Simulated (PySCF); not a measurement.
Nuclear quadrupole coupling in `C[SiH2]CCC(=O)C(F)F`

Compound: C5H10F2OSi.
Z-matrix (Å and degrees, GFN2-xTB geometry), rows numbered from 1:
```
C 
Si  1  1.8957
C   2  1.9109  1  107.67
C   3  1.5217  2  113.00  1   174.42
C   4  1.4919  3  112.79  2   -69.81
O   5  1.1997  4  126.59  3    -5.61
C   5  1.5518  4  113.53  3   174.60
F   7  1.3549  5  110.60  4    52.36
F   7  1.3554  5  109.53  4   -64.56
H   1  1.0850  2  110.82  3   176.34
H   1  1.0861  2  111.39  3   -63.94
H   1  1.0861  2  111.63  3    56.45
H   2  1.4727  1  110.29  3  -116.40
H   2  1.4630  1  110.91  3   122.63
H   3  1.0904  2  110.18  1    52.77
H   3  1.0907  2  109.68  1   -64.51
H   4  1.0973  3  111.25  2   170.74
H   4  1.0938  3  111.47  2    52.12
H   7  1.0993  5  112.68  4   174.39
```

Field gradients from the PBE0/pcSseg-1 density (PySCF, non-relativistic), principal values in atomic units, ordered |Vxx| ≤ |Vyy| ≤ |Vzz|:

```json
{"atom": "O6", "Vxx": "0.4297", "Vyy": "1.5958", "Vzz": "-2.0256"}
```

Find the asymmetry η = (Vxx − Vyy)/Vzz and the couplings χ = eQV/h (234.96 MHz × Q in barn × V in au), with Q(17O) = −0.0256 b.

```
atom    environment  nucleus     η  χzz (MHz)  χxx (MHz)  χyy (MHz)
  O6  ketone oxygen      17O  0.58      12.18      -2.58      -9.60
```

The tensor is traceless: Vxx + Vyy + Vzz = 0.

What is Vzz at O6 in SI units (1 au = 9.71736 × 10²¹ V/m²)?

-2.0256 au = -19.683 × 10²¹ V/m².

Were the hydrogens deuterons (Q(2H) = 0.00286 b), χzz would run from 105 kHz (H13) to 220 kHz (H10).

Geometry: GFN2-xTB, one conformer, isolated molecule. GFN2-xTB bond lengths can be off by several hundredths of an ångström, more for odd bonds, and the gradients follow them. With a basis this small, the couplings can be 20 % off.
